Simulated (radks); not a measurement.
Spherical jellium clusters: N electrons in a uniform positive sphere of charge N and radius rs N^(1/3), rs = 5.4 bohr. Level of theory: non-relativistic Kohn-Sham, LDA (Slater exchange, Perdew-Wang correlation), spin-polarised, spherical densities (a radial shooting solver with Libxc functionals). Levels are named by radial order and angular momentum (1s, 1p, 1d, 2s, ...), and open shells are averaged over m. Each electron was tried in the lowest free levels, single moves between levels near the top were tried too, and the lowest total energy was kept; such a search can miss a lower state. Energies include the self-energy of the background; IP and EA are vertical (highest electron removed, lowest free level filled), at fixed background; spill-out counts the electrons outside the background radius R, and alpha is the static dipole polarisability from linear response (closed shells only). A dash means not computed or, for alpha, an open shell; in EA it means that no bound solution was reached, which is typical of self-interaction and does not show that the anion is unstable. Real open-shell clusters deform, which this model forbids.

N	open shells	2S	E/N (eV)	E(N+1) + E(N-1) - 2E(N) (eV)	IP (eV)	-e(HOMO) (eV)	alpha/R^3
1	1s(up 1, down 0)	1	-1.357	-	-	2.473	-
2	none	0	-1.637	0.661	4.169	2.518	1.422
3	1p(up 1, down 0)	1	-1.511	-0.449	3.226	1.881	-
4	1p(up 2, down 0)	2	-1.559	-0.286	3.560	2.225	-
5	1p(up 3, down 0)	3	-1.646	0.242	3.730	2.437	-
6	1p(up 3, down 1)	2	-1.664	-0.237	3.394	2.227	-
7	1p(up 3, down 2)	1	-1.710	-0.167	3.570	2.419	-
8	none	0	-1.765	0.696	3.680	2.553	1.296
9	1d(up 1, down 0)	1	-1.731	-0.173	2.934	1.899	-
10	1d(up 2, down 0)	2	-1.721	-0.143	3.080	2.061	-
11	1d(up 3, down 0)	3	-1.726	-0.119	3.193	2.190	-
12	1d(up 4, down 0)	4	-1.740	-0.101	3.282	2.296	-
13	1d(up 5, down 0)	5	-1.760	0.246	3.354	2.384	-
14	1d(up 5, down 1)	4	-1.759	-0.112	3.079	2.155	-
15	1d(up 5, down 2)	3	-1.766	-0.095	3.172	2.258	-
16	1d(up 5, down 3)	2	-1.778	-0.081	3.247	2.344	-
17	1d(up 5, down 4)	1	-1.793	-0.071	3.310	2.418	-
18	none	0	-1.810	0.149	3.362	2.482	1.227
19	2s(up 1, down 0)	1	-1.818	0.180	3.195	2.328	-
20	none	0	-1.816	0.124	3.008	2.172	1.247
21	1f(up 1, down 0)	1	-1.808	-0.076	2.889	2.065	-
22	1f(up 2, down 0)	2	-1.805	-0.068	2.950	2.134	-
23	1f(up 3, down 0)	3	-1.804	-0.062	3.004	2.196	-
24	1f(up 4, down 0)	4	-1.807	-0.056	3.052	2.252	-
25	1f(up 5, down 0)	5	-1.811	-0.052	3.095	2.302	-
26	1f(up 6, down 0)	6	-1.817	-0.047	3.134	2.348	-
27	1f(up 7, down 0)	7	-1.824	0.210	3.168	2.390	-
28	1f(up 7, down 1)	6	-1.824	-0.056	2.946	2.187	-
29	1f(up 7, down 2)	5	-1.825	-0.051	2.993	2.240	-
30	1f(up 7, down 3)	4	-1.828	-0.047	3.035	2.288	-
31	1f(up 7, down 4)	3	-1.832	-	3.073	2.332	-

All shells are closed at N = 2, 8, 18, 20 (there: 1s2 1p6 1d10 2s2); the second difference of the energy has clear peaks (12 % above both neighbours; the first and last values, which can be the largest, are not judged, and half-filled shells can peak too) at N = 5, 8, 13, 19, 27.
